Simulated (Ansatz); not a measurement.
Program: Ansatz. Geometries: PBE0-D4/def2-TZVP. ΔE: electronic, gas phase. CBS: MP2 limit from def2 TZ/QZ plus the TZ coupled-cluster correction, frozen cores. This one scheme is used for every species. DFT in def2-TZVPP. For Ge outer-core shells are correlated without core-valence functions, which leaves a few kJ/mol of doubt a bond. Scalar relativity is left out up to krypton. One conformer a species, not always the lowest.

Consider the cleavage of the Ge–Si bond: `O[SiH2][GeH2][F]` + HCl → `[F][GeH2][Cl]` + `O[SiH3]`.

| level | ΔE (kJ/mol) |
| --- | --- |
| r2SCAN-D4 | -66.6 |
| PBE0-D4 | -61.9 |
| ωB97X-V | -70.3 |
| ωB97M-V | -70.1 |
| r2SCAN | -67.5 |
| HF/CBS(def2) | -98.0 |
| MP2/CBS(def2) | -74.5 |
| CCSD/CBS(def2) | -69.5 |

Task: What does CCSD(T)/CBS give? (An estimate is asked.)

Result: The calculation gave: -67.5 kJ/mol. The listed levels differ from it by 0.9, 5.6, -2.8, -2.6, 0.0, -30.5, -7.0, -2.0 kJ/mol.

Largest T1 diagnostic among the species: 0.012.

The D4 term adds +4.6 kJ/mol with B3LYP and +2.7 kJ/mol with PBE0; it sums over pairs of atoms, weighted by their polarisabilities, and B3LYP, whose exchange is more repulsive, gets the larger term. From PBE to PBE0 (25 % exact exchange), in def2-TZVPP and without D4, ΔE moves by −6.7 kJ/mol. In def2-TZVPP, CCSD(T) changes the Hartree–Fock value by +25.9 kJ/mol (the triples alone add +2.0 kJ/mol) and MP2 by +19.0 kJ/mol.

B3LYP here is the variant with VWN-RPA as its local correlation; programs differ in this.
